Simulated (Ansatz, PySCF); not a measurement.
CrO3, triplet, at a GFN2-xTB geometry (such geometries of metal compounds can be far from the true shape) (the multiplicity is a formal guess). Base run: WB97X-V/STO-3G run with PySCF.

Here is a job for PySCF.
```python
from pyscf import gto, scf, dft

mol = gto.M(
    atom='''
Cr   -0.00000000    0.00000000   -0.00000000
O    -1.06904109   -1.12345163   -0.13471675
O    -0.06369537    1.25002432   -0.92548535
O     1.13273646   -0.12657268    1.06020210
''',
    basis='sto-3g',
    spin=2,
    verbose=4,
)

mf = dft.UKS(mol)
mf.xc = 'wb97x_v'
mf.kernel()
```

The same geometry, method and basis name were run in Ansatz (a quantum-chemistry and plane-wave program) and PySCF, at each program's defaults and at the settings that a row names. The base is PySCF at its defaults. Differences at the defaults can come from grids, fitting, cores and function types together.

```
code and settings                                                               ΔE vs base (µEh)  basis functions       E (Eh)  SCF cycles
------------------------------------------------------------------------------  ----------------  ---------------  -----------  ----------
PySCF, defaults (exact integrals, its default grid, spherical functions)                     0.0               33  -1255.94475          13
Ansatz, defaults (factorised integrals, its default grid, spherical functions)             -11.7               33  -1255.94476           -
PySCF, density fitting with def2-universal-jkfit                                           -2153               33  -1255.94690          13
PySCF, fine grid                                                                           -14.1               33  -1255.94476          13
Ansatz, high accuracy                                                                      -11.9               33  -1255.94476           -
```

Open shells are given as the SCF converged; they aren't shown to be the lowest states, and a large step between rows can be another state.
